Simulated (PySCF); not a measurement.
# Relaxation of singlet AuCl₃

Computed with B3LYP/[Au def2-SVP with ECP60, Cl def2-SVP], scalar-relativistic core potentials, density fitting, no spin–orbit coupling, PySCF. A (50,194) grid was used.

A start at or just off a symmetric point, pushed along the force that breaks its symmetry, of C2v symmetry, free to break it:

```xyz
4
charge 0 multiplicity 1, angstrom
Au    0.0236    0.0000    0.0000
Cl    2.3173    0.0000   -0.0001
Cl   -1.2251    1.9690    0.0001
Cl   -1.2251   -1.9690    0.0001
```

Optimiser trace:
```
step  E − E(last) (kJ/mol)  largest gradient (Eh/bohr)
   0                 55.90                     0.01283
   1                 32.49                     0.01301
   2                  4.84                     0.01105
   3                  0.34                     0.00555
   4                  0.16                     0.00338
   5                  0.34                     0.00486
   6                 -0.01                     0.00071
   7                  0.00                     0.00013
   8                  0.00                     0.00002
```

It ends at C2v with Au–Cl 2.280 Å, Au–Cl 2.301 Å (×2); Cl–Au–Cl 83.1°, Cl–Au–Cl 138.4° (×2) (after a last refinement on a finer grid). A frequency run shows 1 imaginary mode, down to 52i cm⁻¹, so it is a saddle point. Other isomers or separated fragments may lie lower.

Final geometry:
Coordinates in bohr (charge 0 multiplicity 1):
```
Au    0.2628    0.0000    0.0000
Cl    4.5717    0.0000   -0.0005
Cl   -2.9906    2.8859    0.0003
Cl   -2.9905   -2.8859    0.0003
```

Stability towards spin polarisation was not tested. No spin–orbit coupling is included, which matters more the heavier the element.
